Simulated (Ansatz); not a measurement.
**One reagent, a row of partners**

Four-centre ligand exchange: SiHCl₃ ([Cl][SiH]([Cl])[Cl]) meets different reagents, and the same bond of it breaks. Each row is one chosen step, not always the lowest open to these reactants.

Gas-phase electronic energies, without zero-point energy, by CCSD(T) at an estimated basis limit (MP2 extrapolated from triple and quadruple zeta, plus CCSD(T) − MP2 in triple zeta); Ansatz 0.2.0, def2-TZVPP and QZVPP, frozen cores, on PBE0-D4/def2-TZVP structures. Extrapolation: Hartree–Fock as exp(−7.88 √X), correlation as X^−2.97. All energies, in kcal/mol, count from the separated reactants, without counterpoise correction; the start and end structures are the complexes reached by relaxing down from the saddle, and deeper ones may exist. Brackets give SMILES, or, where every atom is bracketed, only which atoms are joined. Steps whose reference was doubtful or whose search ended elsewhere are left out.

| reactants | products | broken | formed | start structure | saddle | end structure |
| --- | --- | --- | --- | --- | --- | --- |
| SiHCl₃ ([Cl][SiH]([Cl])[Cl]) + H₂O | SiH₂Cl₂O ([OH][SiH]([Cl])[Cl]) + HCl | Cl–Si, H–O | Cl–H, O–Si | -1.76 | 19.44 | -6.51 |
| SiHCl₃ ([Cl][SiH]([Cl])[Cl]) + NH₃ | SiNH₃Cl₂ ([NH2][SiH]([Cl])[Cl]) + HCl | Cl–Si, H–N | Cl–H, N–Si | -4.05 | 14.08 | 2.68 |
| SiHCl₃ ([Cl][SiH]([Cl])[Cl]) + H₂ | SiH₂Cl₂ ([Cl][SiH2][Cl]) + HCl | Cl–Si, H–H | Cl–H, H–Si | -0.49 | ? | 16.16 |

(1) What is the height of the saddle for SiHCl₃ ([Cl][SiH]([Cl])[Cl]) + H₂? (To be estimated.)

T1 diagnostic: at most 0.011.

For scale, one of the runs: CCSD(T)/def2-TZVPP, 255 basis functions, launched by `ansatz run in.yaml --threads 8 --pin off --events-out ev --progress --plain --max-ram 19148MiB`. The run took 95 s on 8 CPU threads of an Arm Neoverse V2 (shared host), with 5.2 GiB of host memory at its peak.

Results:

(1) The calculation gives: 56.92 kcal/mol relative to the separated reactants, the highest of the series; above its start structure the barrier is 56.92 − (-0.49) ≈ 57.40 kcal/mol.
